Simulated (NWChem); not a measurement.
Extrapolating the MP2 correlation energy of methylammonium (CH₆N (+1))

```xyz
8

C      0.7888     0.0475     0.0000
N     -0.7003    -0.0422     0.0000
H      1.1101     0.5868     0.8989
H      1.1101     0.5868    -0.8989
H      1.2037    -0.9674     0.0000
H     -1.0563    -0.5417     0.8265
H     -1.0563    -0.5417    -0.8265
H     -1.1423     0.8873     0.0000
```
Charge +1, spin multiplicity 1.

The numbers come from NWChem runs, not from measurements. All single points use one geometry, from PBE0/def2-SVP, a minimum by its harmonic frequencies.

The correlated methods keep 2 core orbitals frozen.

Worked example. The MP2 correlation energy is -323.53 mHa in cc-pVDZ and -397.94 mHa in cc-pVTZ. The form E(X) = E∞ + A/X³ turns the pair into an estimate of the basis-set limit.

E∞ = (3³·(-397.94) − 2³·(-323.53))/(3³ − 2³) = -429.3 mHa. The larger basis holds 93 % of that. This is a two-point estimate, and a rough one from so small a pair.
